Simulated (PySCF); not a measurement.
Order these species by their calculated properties.

Species are written as SMILES; each is one conformer at its optimised geometry, gas phase, non-relativistic unless stated; the electronic structure was computed with PySCF and density fitting.

Dipoles, sizes and rotational constants follow the conformer. The torsions of the flexible species, by atom-mapped SMILES:
- `[CH3:1][CH2:2][C@H:3]([CH3:4])/[C:5]=[CH:6]\[F:7]`: C1–C2–C3–C4 -171°, C2–C3–C5–C6 44°
- `[CH2:1]=[C:2]1[C:3]([OH:4])[C@:5]1([Cl:6])[CH2:7][SiH3:8]`: C3–C5–C7–Si8 -30°, H–O4–C3–C2 165°
- `[CH2:1][CH2:2][C@H:3]([CH3:4])/[CH:5]=[CH:6]/[F:7]`: C1–C2–C3–C4 -176°, C2–C3–C5–C6 -119°
- `[F:1][CH2:2][CH2:3][F:4]`: F1–C2–C3–F4 86°
- `[H]/[C:1]=[C:2]1/[C@@H:3]([OH:4])[C@@:5]1([Cl:6])[CH2:7][SiH3:8]`: C3–C5–C7–Si8 -79°, H–O4–C3–C2 -69°
- `[NH2:1][CH2:2][CH2:3][NH2:4]`: N1–C2–C3–N4 180°, H–N1–C2–C3 59°, H–N1–C2–C3 -59°, H–N4–C3–C2 59°, H–N4–C3–C2 -59°

The conformers of `[H]/[C]=C\[C@@H]1CN[Si@@H](C)N1` [doublet state] aren't listed.

**Question.** Rank by isotropic g value, highest first (unrestricted B3LYP/pcH-1, mean-field spin–orbit at GFN2-xTB geometries).
A. `[H]/[C]=C\[C@@H]1CN[Si@@H](C)N1` [radical]
B. `C=C1[C](O)[C@]1(Cl)C[SiH3]` [radical]
C. `CC[C@H](C)/[C]=C\F` [radical]
D. `CC#C[Si](C)C` [radical]
E. `[CH2]C[C@H](C)/C=C/F` [radical]

**Answer.** B (2.00385), D (2.00302), E (2.00260), A (2.00227), C (2.00173).

**Question.** By how much do the two ends of that ranking differ?

**Answer.** By 0.00212, between `C=C1[C](O)[C@]1(Cl)C[SiH3]` [doublet state] and `CC[C@H](C)/[C]=C\F` [doublet state].

**Question.** Rank by smallest rotational constant, highest first (GFN2-xTB).
A. `C[Si@@H]1C=C[CH]C1` (C5H9Si) [radical]
B. `FCCF` (C2H4F2)
C. `[H]/[C]=C1/[C@@H](O)[C@@]1(Cl)C[SiH3]` (C5H8ClOSi) [radical]
D. `C(CN)N` (C2H8N2)
E. `F[C@H]1[C@@H](S(=O)(C1)=O)F` (C3H4F2O2S)
F. `C=C1[C](O)[C@]1(Cl)C[SiH3]` (C5H8ClOSi) [radical]
G. `CC[C@H](C)/[C]=C\F` (C6H10F) [radical]

**Answer.** B (4.247 GHz), D (3.586 GHz), A (1.884 GHz), G (1.465 GHz), E (1.260 GHz), F (0.921 GHz), C (0.870 GHz).

**Question.** By how much do the two ends of that ranking differ?

**Answer.** By 3.377 GHz, between `FCCF` (1,2-difluoroethane) and `[H]/[C]=C1/[C@@H](O)[C@@]1(Cl)C[SiH3]` [doublet state].
